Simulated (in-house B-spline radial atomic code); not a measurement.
**RPA and G0W0 on BHandHLYP: Ti4+**

Configuration [Ne] 3s2 3p6, mean-field start BHandHLYP. Computed with a B-spline radial code for spherical atoms: all electrons, non-relativistic, point nucleus, each spin shell either full or empty, empty states to l = 9 with an (l + 1/2)⁻⁴ tail; G0W0 by contour deformation at full frequency.

Command:
```bash
python run_gw.py task.json out
```
Settings (radii: box in bohr, nucleus in fm):
```
Z                        22
electrons                18
configuration            [Ne] 3s2 3p6
hamiltonian              nr
method                   bhandhlyp
lmax                     9
spin_polarised           False
box_radius               11.96
intervals                49
```

Cost of the run: 1.3 s on 1 thread of Arm Neoverse N1 (shared host).

Energies (hartree):

| term | value |
| --- | --- |
| mean-field total | -845.99290 |
| Hartree-Fock functional on these orbitals | -845.18734 |
| direct second order | -1.2679 |
| second-order exchange | 0.42677 |
| SOSEX correction | 0.3937 |

(1) What is the RPA correlation energy, and what remains with SOSEX?

Quasi-particle levels (eV):

```csv
level,occupied,mean field,Σx - vxc,Σc,QP weight,G0W0
3p,yes,-94.85,-4.39,?,?,?
2p,yes,-520.39,-19.47,9.75,0.898,-530.11
3d,no,-47.48,6.16,-2.59,0.972,-43.91
```

G0W0 = mean field + (Σx - vxc) + Σc, with Σc (partial-wave tail included) taken at the quasi-particle energy. Only the outer levels were computed. Levels of low weight are left out.

(2) Where does G0W0 put 3p?

Results:

(1) RPA gives -1.1266 hartree (-1.7 eV per electron); RPA + SOSEX gives -0.73294, and the second-order doubles -0.84113 hartree (no singles). SOSEX takes back 35 % of the RPA value.

(2) At -99.63 eV, with Σc = -0.39 eV and a quasi-particle weight of 0.959. The tabulated removal energy is 99.299 ± 0.012 eV (NIST, measured); the calculation leaves out relativity, Breit and QED terms, and what these don't explain is the method's own error.
